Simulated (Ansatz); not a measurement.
Relaxation of H₄NPSeSi (8 atoms, charge 0, multiplicity 1), to a largest force component of 0.02 eV/Å in at most 50 steps.

Level of theory: Ansatz 0.2.0, UKS B3LYP-D4/def2-SVP.

```xyz
8
Properties=species:S:1:pos:R:3
N -0.381 -0.829 0.592
Si -0.609 0.817 -0.186
Se 1.521 0.918 -0.777
P 1.396 -1.118 0.262
H -0.520 -0.639 1.591
H -1.483 0.764 -1.363
H -0.934 1.850 0.809
H 1.102 -1.819 -0.984
```

**Question.** Where does it end, and by what steps?

**Answer.** It converged. After 10 steps the energy has fallen by 0.405 eV; H5 moved furthest, 0.41 Å.

```csv
step,energy less start (eV),largest force component (eV/Å),accepted
0,0.0000,1.773,yes
1,-0.2064,1.108,yes
2,-0.3150,0.683,yes
3,-0.3748,0.591,yes
4,-0.2616,2.520,no
5,-0.3970,0.126,yes
6,-0.3952,0.198,no
7,-0.4011,0.080,yes
8,-0.4032,0.108,yes
9,-0.4044,0.020,yes
10,-0.4046,0.007,yes
```

```xyz
8
Properties=species:S:1:pos:R:3
N -0.260 -0.644 0.637
Si -0.584 0.869 -0.168
Se 1.589 0.917 -0.945
P 1.396 -1.080 0.290
H -0.687 -0.999 1.487
H -1.613 0.821 -1.248
H -0.954 1.978 0.759
H 1.207 -1.919 -0.868
```

Whether the end is a true minimum wasn't checked by a vibrational analysis.

Time of the run: 39 s on 2 threads of Intel(R) Xeon(R) Platinum 8488C (Sapphire Rapids), on a shared host, peak memory 0.36 GiB.
